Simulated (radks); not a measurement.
Results of a calculation; reference values are marked as such.
Q: The mean radii <r> (bohr) of the occupied orbitals of an atom or ion are listed with their occupations. Level of theory: scalar-relativistic Kohn-Sham, BLYP, spin-polarised, spherical densities, finite nucleus; Fermi nuclear charge, rms radius of each element as measured or else 0.836 A^(1/3) + 0.57 fm (a radial shooting solver on a logarithmic mesh with Libxc functionals).

orbital  occ.      <r>
1s down     1  0.01687
1s up       1  0.01687
2s up       1  0.07113
2s down     1  0.07113
2p up       3  0.06424
2p down     3  0.06424
3s up       1   0.1839
3s down     1   0.1839
3p up       3   0.1851
3p down     3   0.1851
3d up       5   0.1677
3d down     5   0.1677
4s up       1   0.4071
4s down     1   0.4071
4p up       3   0.4336
4p down     3   0.4336
4d up       5   0.4584
4d down     5   0.4584
5s up       1   0.9261
5s down     1   0.9251
4f up       7   0.4988
4f down     7   0.4984
5p up       3    1.069
5p down     3    1.068
5d up       5    1.499
5d down     4    1.505

Name the element and its charge. Open shells, if any, are filled with parallel spins first.

A: Z = 79, gold, charge +2: Au2+ in [Xe] 4f14 5d9. The 1s radius gives Z: for a bare nucleus <r> = (2 gamma + 1)/(2Z) with gamma = sqrt(1 - (Z/c)^2), 0.01667 bohr for Z = 79, and screening makes it slightly larger (0.01687 here). The occupations add up to 77, and the charge is Z minus that.
